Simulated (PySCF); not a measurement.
## VBr4: angle to the S4 axis varied

VBr4 holds V(IV), d1, at total charge 0. The structure is a model geometry with rigid ligands and bond lengths from ionic radii, not a minimum; coordination tetrahedral, point group Td, metal–donor distances 2.32 Å.

The d shell alone is too small an active space for VBr4 (charge transfer from the heavy halide to so highly charged an ion is left out): its levels, fitted parameters, g values and moments show what this model gives and aren't sound predictions.

```
5

V     0.000    0.000    0.000
Br    1.339    1.339    1.339
Br   -1.339   -1.339    1.339
Br   -1.339    1.339   -1.339
Br    1.339   -1.339   -1.339
```

Method (PySCF 2.14, density fitting): CASSCF(1,5) with orbitals averaged over all microstates of the shell, strongly contracted NEVPT2 on the averaged canonical orbitals; basis x2c-TZVPall on the metal, x2c-SVPall elsewhere; spin-free X2C; gas phase; spin-orbit coupling by state interaction with the mean-field operator over all roots.

The angle between each bond and z is 54.7° in a regular tetrahedron, less in an elongated one and 90° in a plane.

```tsv
angle to the S4 axis	group	ground	next state (NEVPT2) / cm⁻¹	orbital energies above the lowest (NEVPT2 fit) / cm⁻¹	μeff(300 K) / μB
45.0°	D2d	2B1 (from 2E)	2A1 (from 2E) 1832	0 1832 4339 13499 13499	1.74
50.0°	D2d	2B1 (from 2E)	2A1 (from 2E) 1074	0 1074 6781 11269 11269	1.75
54.7°	Td	2E	2T2 9155	0 0 9155 9155 9155	1.75
60.0°	D2d	2A1 (from 2E)	2B1 (from 2E) 1445	0 1445 8236 8236 13405	1.75
65.0°	D2d	?	?	?	?
72.0°	D2d	2A1	2B1 5253	0 5253 6734 6734 24154	1.75
80.0°	D2d	2A1	2E 6536	0 6536 6536 8066 31202	1.75
90.0°	D4h	2A1g	2Eg 6966	0 6966 6966 10248 35915	1.75
```

**Question.** Fill in the row at 65.0°.

**Answer.** ground: 2A1 (from 2E); next state (NEVPT2) / cm⁻¹: 2B1 (from 2E) 2963; orbital energies above the lowest (NEVPT2 fit) / cm⁻¹: 0 2963 7495 7495 17763; μeff(300 K) / μB: 1.75.

At 54.7° the ground state is orbitally degenerate, so the regular structure would distort there (Jahn–Teller).

Charge-transfer states lie outside this active space and may come lower than some of these levels. NEVPT2 lifts 2T2 from 7330 to 9155 cm⁻¹; on the d shell alone such lifts tend to overshoot. NEVPT2 on the d shell alone tends to put d–d bands too high for such charged or covalently bound ions.
